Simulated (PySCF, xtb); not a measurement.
AsH₂, SMILES [AsH2], multiplicity 2.

Harmonic wavenumbers (cm⁻¹) from xtb with GFN2-xTB at its own minimum, in rising order: 1029, 1923, 1927.

**Question.** What does PBE0-D3(BJ)/def2-TZVPD in PySCF 2.14.0 give at its own minimum? (The exact figures need the calculation; the answer reports its results.)

**Answer.** 1001, 2198, 2209. Paired by order, the mean absolute difference is 195 cm⁻¹ and the zero-point energies are 7.0 and 7.7 kcal/mol.
